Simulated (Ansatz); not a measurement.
A CCSD(T) single point on Cl₂H₄OSi₂ (`O[SiH](Cl)[SiH2]Cl`).

```yaml
crystal:
  periodic: [false, false, false]
  atoms:
    - {symbol: O, position_ang: [1.336537, 0.841196, 1.203515]}
    - {symbol: Si, position_ang: [0.474180, 0.726698, -0.184300]}
    - {symbol: Cl, position_ang: [-0.797866, 2.332572, -0.403240]}
    - {symbol: Si, position_ang: [-0.812603, -1.218115, -0.003261]}
    - {symbol: Cl, position_ang: [-1.846392, -1.426633, -1.773556]}
    - {symbol: H, position_ang: [1.927282, 1.587494, 1.323010]}
    - {symbol: H, position_ang: [1.351886, 0.753090, -1.381491]}
    - {symbol: H, position_ang: [-1.790801, -1.113944, 1.106386]}
    - {symbol: H, position_ang: [0.031576, -2.424659, 0.181937]}
basis:
  gaussian: {orbitals: def2-TZVPP}
correlation: {method: ccsd_t}
```

```sh
$ ansatz run in.yaml --threads 4 --pin off --events-out ev --progress --plain --max-ram 10444MiB
```

Log, shortened:

```
Functional definition: HF
1498 factors; integrals over basis functions are off by at most 9.5e-4 eV
mean field evaluation 1: about -42835.2580 eV, gradient 3.8e1 eV
mean field evaluation 2: about -42835.5929 eV, gradient 3.8e1 eV
mean field evaluation 4: about -42838.7817 eV, gradient 3.3e0 eV
mean field evaluation 8: about -42838.8447 eV, gradient 2.6e-1 eV
mean field -42838.84502969 eV, -1574.2985176292 hartree, gradient 7.0e-6 eV, S^2 0.000000; 0 other end points of the search recorded, 0 dependent functions left out
21 core orbitals not correlated: weight in the atoms' cores, before any rotation towards them, 1.000 or more for the frozen orbitals, at most 0.000 for the correlated occupied ones
reference -42838.84502969 eV, -1574.2985176292 hartree; 16, 16 occupied and 218, 218 virtual orbitals, 1498 factors
second order -23.25988208 eV of doubles, -0.00000000 eV of singles
cycle   1  -24.24892946 eV  change   -9.9e-1 eV  update   1.0e-1
cycle   2  -24.81470521 eV  change   -5.7e-1 eV  update   2.9e-2
cycle   3  -24.92000030 eV  change   -1.1e-1 eV  update   1.4e-2
cycle   4  -24.90775725 eV  change    1.2e-2 eV  update   3.2e-3
cycle   5  -24.90636865 eV  change    1.4e-3 eV  update   1.3e-3
cycle   6  -24.90665972 eV  change   -2.9e-4 eV  update   4.0e-4
cycle   7  -24.90646947 eV  change    1.9e-4 eV  update   1.5e-4
cycle   8  -24.90647977 eV  change   -1.0e-5 eV  update   4.8e-5
cycle   9  -24.90649933 eV  change   -2.0e-5 eV  update   1.9e-5
perturbative correction -0.98334959 eV, -0.0361374309 hartree
Total energy: -42864.73487861 eV, -1575.2499520281 hartree
```

Hardware: 4 threads of an Arm Neoverse V1 on a shared host. Wall time 2.3 min, peak host memory 5.1 GiB.

MP2 recovers 89.8 % of the CCSD(T) correlation energy and the triples give 3.8 %; T1 = 0.0106.
